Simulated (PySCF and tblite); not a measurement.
The numbers below are computed, except where a source is named.
C7H14, numbered as in [CH3:1][CH2:2][CH2:3][CH2:4][CH:5]1[CH2:6][CH2:7]1.

First level. Level: PBE0-D3(BJ)/def2-TZVP (IEF-PCM, chloroform)//PBE0-D3(BJ)/def2-SVP, thermal terms from GFN2-xTB, symmetry numbers and mirror pairs counted. Conformers within 3 kcal/mol (GFN2-xTB free energy) were kept, 8 at most. GIAO shieldings: WP04/pcSseg-1 (IEF-PCM, chloroform). Shifts are against TMS (¹H), TMS (¹³C) at the same level; of two unlike H on one atom, a is the less shielded. Run with PySCF (density fitting) and tblite.

It gives, at 298.15 K, with 8 conformers (largest weight 40 %): ¹H: 1.21 (H3, 2H), 1.19 (H2, 2H), 1.02 (H4, 2H), 0.93 (H1, 3H), 0.53 (H5, 1H), 0.42 (H6a/H7a, 2H), 0.08 (H6b/H7b, 2H) ppm. ¹³C: 37.7 (C4), 35.3 (C3), 27.8 (C2), 17.8 (C1), 14.6 (C5), 7.5 (C6/C7) ppm.

Second level: PBE0-D3(BJ)/def2-SVP geometries, energies TPSS-D3(BJ)/cc-pVDZ, shieldings BP86/pcSseg-1, on up to 4 of the same conformers.

(1) How do the averaged shifts change?

Shifts are unscaled: against experiment ¹³C can be off by 15 ppm or more and ¹H by 0.8 ppm.

## Answers

(1) 
```tsv
signal	first	second	change (ppm)
H1	0.93	1.00	0.06
H2	1.19	1.31	0.12
H3	1.21	1.33	0.12
H4	1.02	1.13	0.11
H5	0.53	0.56	0.03
H6a/H7a	0.42	0.44	0.02
H6b/H7b	0.08	-0.02	-0.10
C1	17.8	17.0	-0.8
C2	27.8	27.7	-0.2
C3	35.3	36.9	1.6
C4	37.7	40.4	2.7
C5	14.6	14.1	-0.5
C6/C7	7.5	7.3	-0.2
```

The largest weight becomes 45 %.
